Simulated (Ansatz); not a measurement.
Two isomers of CH5ClSiTe: A = `[SiH3][Te]CCl`, B = `ClC[SiH2][TeH]`.

Gas-phase electronic energies from Ansatz, PBE0-D4/def2-TZVP geometries. CBS: MP2 limit from def2 TZ/QZ plus the TZ coupled-cluster correction, frozen cores. DFT in def2-TZVPP. B3LYP here is the variant with VWN-RPA as its local correlation; programs differ in this. Elements past krypton have def2 core potentials. For Te outer-core shells are correlated without core-valence functions, which leaves a few kJ/mol of doubt a bond. Each species was taken in one conformer, which may not be the lowest.

(1) Which isomer does CCSD(T)/CBS put lower? Give the gap. (Best estimate.)

(2) Give E(B) − E(A) in kcal/mol with CCSD/def2-TZVPP, MP2/def2-TZVPP, HF/def2-TZVPP, PBE-D4, r2SCAN-D4, PBE0-D4, B3LYP-D4. (An estimate is asked.)

Largest T1 diagnostic: 0.010.

Answers

(1) Computed: B, by 10.1 kcal/mol.

(2) The calculation gave: CCSD/def2-TZVPP -11.2, MP2/def2-TZVPP -10.1, HF/def2-TZVPP -12.1, PBE-D4 -10.3, r2SCAN-D4 -11.4, PBE0-D4 -11.2, B3LYP-D4 -10.4. None reverses the order clearly.

In def2-TZVPP, CCSD(T) changes the Hartree–Fock value by +1.3 kcal/mol (the triples alone add +0.4 kcal/mol) and MP2 by +2.1 kcal/mol. From PBE to PBE0 (25 % exact exchange), in def2-TZVPP and without D4, E(B) − E(A) moves by −0.9 kcal/mol.
